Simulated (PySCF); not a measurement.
Two structures of GaH₃SO, closed shell, reached by relaxing down either side of one saddle point (PBE0-D4/def2-TZVP). Energies are electronic, without zero-point energy. PySCF 2.14 with density fitting (its default auxiliary sets; JK sets also for MP2 and CCSD(T)); basis: def2-TZVPP and def2-QZVPP; cores frozen in the correlated methods. Filled d shells of the heavier atoms are correlated. The def2 sets are not built for correlating such inner shells, so the correlated values are less sure here. Extrapolation: Hartree–Fock as exp(−7.88 √X), correlation as X^−2.97. First:

Ga1  (-0.368, 0.294, -0.348)
O2  (1.036, 0.753, 0.654)
S3  (-0.792, -1.851, -0.273)
H4  (0.234, -2.079, 0.565)
H5  (-1.190, 1.321, -1.177)
H6  (1.239, 1.691, 0.639)
(Å)

Second:

```tsv
atom	x (Å)	y (Å)	z (Å)
Ga1	-1.0414	0.0926	-0.4370
O2	0.8165	0.1977	0.7244
S3	-0.7716	-1.8410	-1.0349
H4	1.0561	-0.7009	0.4291
H5	-1.5741	1.5216	-0.2180
H6	1.5498	0.7880	0.5195
```

**Question.** Which bonds change from the first to the second?

**Answer.** GaH₃SO ([OH][GaH][SH]) → GaHS ([S][GaH]) + H₂O (still joined by a long Ga–O bond); bonds formed: O2–H4; bonds broken: S3–H4; bonds weakened to dative contacts: Ga1–O2.

**Question.** Give the saddle point's structure and its height above each. (To be estimated.)

**Answer.** Computed: 29.76 kcal/mol above the first and 11.49 kcal/mol above the second (CCSD(T) at an estimated basis limit (MP2 extrapolated from triple and quadruple zeta, plus CCSD(T) − MP2 in triple zeta)).
```xyz
6
angstrom
Ga -0.9080 0.1821 -0.2749
O 0.7899 0.2518 0.6769
S -0.3725 -1.8173 -0.6817
H 0.7383 -0.9025 0.1611
H -1.7693 1.4582 -0.3137
H 1.5217 0.8278 0.4323
```

T1 diagnostic: at most 0.017.

Labels in which every atom is bracketed show which atoms are joined, not bond orders.

For scale, one of the runs: CCSD(T)/def2-TZVPP, 163 basis functions, launched by `OMP_NUM_THREADS=4 python run.py`. Hardware: 4 CPU threads of an Arm Neoverse V1, shared host. Wall time 3.4 min; peak host memory 1.5 GiB.
